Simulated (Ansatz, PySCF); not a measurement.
Species: C₂H₈O₂Si, charge 0, multiplicity 1. 
Structure (B3LYP-D3(BJ)/def2-TZVP (Ansatz, a quantum-chemistry and plane-wave program) minimum search):
```xyz
13

Si    -0.0015     0.0277     0.0150
C      1.5324    -1.0240    -0.0388
C     -1.4402    -0.7155    -0.9012
O     -0.5557     0.2293     1.5631
O      0.4655     1.4750    -0.6420
H      1.3462    -2.0080     0.3960
H      2.3488    -0.5566     0.5164
H      1.8719    -1.1646    -1.0671
H     -1.1936    -0.8731    -1.9530
H     -2.3160    -0.0643    -0.8519
H     -1.7213    -1.6780    -0.4691
H      0.0530     0.5941     2.2103
H     -0.1991     2.1641    -0.7197
```
Charge 0, spin multiplicity 1.

Property: atomisation energy (electronic, to ground-state atoms), in kJ/mol. Valence correlation only, unless marked. UHF or UKS for open shells. Spin-orbit coupling is left out. Non-relativistic. The coupled-cluster limit lacks core correlation, which all-electron functionals hold. CBS marks a two-point X^-3 extrapolation of the correlation energy; Hartree-Fock from the larger set. [CCSD(T)-MP2]/basis is that difference in the basis named.

```tsv
level	program	atomisation energy (kJ/mol)	minus last row	rough core time
HF/6-31G*	Ansatz	3682.8	-1437.2	-
HF/def2-TZVPD	PySCF	3767.5	-1352.5	-
BLYP/def2-TZVPD	Ansatz	5005.0	-115.0	under 20 s
B3LYP/def2-TZVPD	Ansatz	5037.3	-82.7	under 20 s
PBE0/def2-TZVP	Ansatz	5042.6	-77.4	under 20 s
TPSSh/def2-TZVPD	PySCF	5049.2	-70.8	-
MP2/6-31G*	Ansatz	4649.2	-470.8	-
SCS-MP2/6-31G	Ansatz	4185.6	-934.4	-
SCS-MP2/cc-pV(D+d)Z	Ansatz	4708.4	-411.6	-
RI-MP2/CBS(cc-pV(T+d)Z,cc-pV(Q+d)Z)+[CCSD(T)-MP2]/cc-pV(T+d)Z	Ansatz	5120.0	0.0	2.7 min
```

Core times are rough, on shared machines, summed over the molecules involved; a dash marks a level read off another run, or run on other hardware, by another program or under a memory cap.
